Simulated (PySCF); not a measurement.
What each rung costs, and what it gives

Saddle point of GaH$_{3}$O$_{2}$, singlet (GaH₃O₂ ([OH][GaH][OH]) → GaHO ([O][GaH]) + H₂O (still joined by a long Ga–O bond); bonds formed: O2–H4; bonds broken: O3–H4; bonds weakened to dative contacts: Ga1–O2), PBE0-D4/def2-TZVP structure:

```
atom    x (Å)    y (Å)    z (Å)
 Ga1  -0.0871   1.0243  -0.0641
  O2   0.4581  -0.9399   0.3262
  O3  -0.4606   0.2660  -1.5344
  H4   0.0332  -0.8362  -0.6707
  H5   0.1122   2.0283   1.0709
  H6  -0.0558  -1.5425   0.8720
```

Barriers are electronic and count from the start structure reached by relaxing down the imaginary mode.

Program: PySCF 2.14 with density fitting (its default auxiliary sets; JK sets also for MP2 and CCSD(T)). Basis: as named in each row. Cores are frozen in the correlated methods. Filled d shells of the heavier atoms are correlated. The def2 sets are not built for correlating such inner shells, so the correlated values are less sure here. B3LYP uses VWN-RPA correlation. Extrapolation: Hartree–Fock as exp(−7.88 √X), correlation as X^−2.97.

Times are rough, for one single point on 4 threads of a shared host (INTEL XEON PLATINUM 8581C).

The estimate by CCSD(T) at an estimated basis limit (MP2 extrapolated from triple and quadruple zeta, plus CCSD(T) − MP2 in triple zeta) is 48.94 kcal/mol.

| method | basis | time (s) | barrier (kcal/mol) | method less estimate |
| --- | --- | --- | --- | --- |
| HF | STO-3G | under 1 | 53.56 | 4.62 |
| B3LYP-D4 | 6-31G | 2 | 45.23 | -3.71 |
| MP2 | def2-QZVPP | 2 | 46.88 | -2.06 |
| PBE0-D4 | def2-SVP | 2 | 45.24 | -3.70 |
| PBE-D4 | def2-SVP | 3 | 38.04 | -10.90 |
| SPW92 | def2-TZVPP | 3 | 37.65 | -11.29 |
| BHLYP-D4 | def2-TZVPP | 4 | 54.26 | 5.32 |
| CCSD(T) | def2-SVP | 5 | 48.14 | -0.81 |
| B3LYP-D4 | def2-TZVPP | 5 | 46.80 | -2.15 |
| PBE0-D4 | def2-TZVPP | 5 | 47.10 | -1.85 |
| PBE-D4 | def2-TZVPP | 5 | 40.35 | -8.59 |
| r2SCAN-D4 | def2-TZVPP | 8 | 45.35 | -3.60 |
| CCSD(T) | def2-TZVPP | 67 | 48.81 | -0.14 |
| wB97M-V | def2-TZVPP | 76 | 48.83 | -0.11 |

All methods are single points on the PBE0-D4 structures.

No T1 diagnostic of these runs exceeds 0.024.

Labels in which every atom is bracketed show which atoms are joined, not bond orders.
